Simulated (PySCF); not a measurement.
## Excitation energy of Rh⁺ by level of theory

Rh⁺ [Kr] 4d8 (3F) → Rh⁺ [Kr] 4d7 5p1 (high-spin determinant), as a difference of total energies. All numbers are calculated (PySCF 2.14, the spin-free X2C one-electron Hamiltonian (Gaussian nucleus), in x2c-TZVPPall (8s6p6d2f1g, 79 functions)). Correlated levels: valence: [Kr] frozen. The calculations carry no spin-orbit coupling.

```tsv
method	excitation energy (eV)
UHF	6.150
MP2 (valence)	7.310
SCS-MP2 (valence)	7.510
CCSD (valence)	7.111
CCSD(T) (valence)	7.156
```

**Question.** How much does correlation contribute at CCSD(T) (valence)?

**Answer.** 7.156 − (6.150) = 1.006 eV, measured against UHF.

The basis was made for the ground configuration and has no added diffuse functions, so the excitation energy can come out too high.

The determinant of the upper state mixes LS terms, which raises its energy above the lowest term, most at the Hartree-Fock and MP2 levels.
